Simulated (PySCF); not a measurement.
TlCl, SMILES [Cl][Tl].

Geometry optimised at B3LYP-D3(BJ)/def2-TZVP. The def2 effective core potentials stand for the cores of Tl; spin–orbit coupling is left out.

The numbers are results of C-PCM-B3LYP/def2-TZVPD run with PySCF 2.14.0, not measurements.

The values are the electrostatic part of the solvation free energy, E(continuum) − E(gas) at the gas-phase geometry, in a cavity of scaled van der Waals radii (PySCF's table); cavitation and dispersion terms are not included. A continuum can't describe solvent molecules that bind to the metal. In vacuum the orbital gap is 5.22 eV. The dipole moment in vacuum is 4.75 D.

| solvent | ε | ΔG(elec) (kcal/mol) | dipole (D) | gap (eV) |
|---|---|---|---|---|
| water | 78.36 | -10.6 | 6.97 | 5.91 |
| benzene | 2.27 | -5.3 | 5.83 | 5.57 |
| acetonitrile | 35.69 | -10.4 | 6.93 | 5.90 |
